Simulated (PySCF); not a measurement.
## Iron: a sound run and one with changed settings

Sound run: Fe [Ar] 3d6 4s2, Fe⁺ [Ar] 3d6 4s1. Calculation: PySCF 2.14, in aug-cc-pVDZ; the non-relativistic Hamiltonian (point nucleus). In the sound run the correlated levels freeze [Ar]. The sound run starts from symmetry-adapted Hartree-Fock orbitals and uses a fine grid where one is needed.

Changed run: initial guess minao, at most 50 SCF cycles.

```tsv
species	method	sound run (hartree)	changed run (hartree)	converged
Fe	UHF	-1262.45147	-1262.38410	yes
Fe	TPSS	-1263.70273	-1263.71721	yes
Fe	r2SCAN	-1263.65785	-1263.64773	yes
Fe⁺	UHF	-1262.21741	-1262.21741	yes
Fe⁺	TPSS	-1263.42592	-1263.42592	yes
Fe⁺	r2SCAN	-1263.37499	-1263.37499	yes
Fe⁺	MP2	-1262.33652	-1262.33652	yes
```

The plain start fixes occupations by D2h representation alone, and Fe at UHF, Fe at TPSS, Fe at r2SCAN landed in another state (other ⟨L²⟩ or ⟨S²⟩).
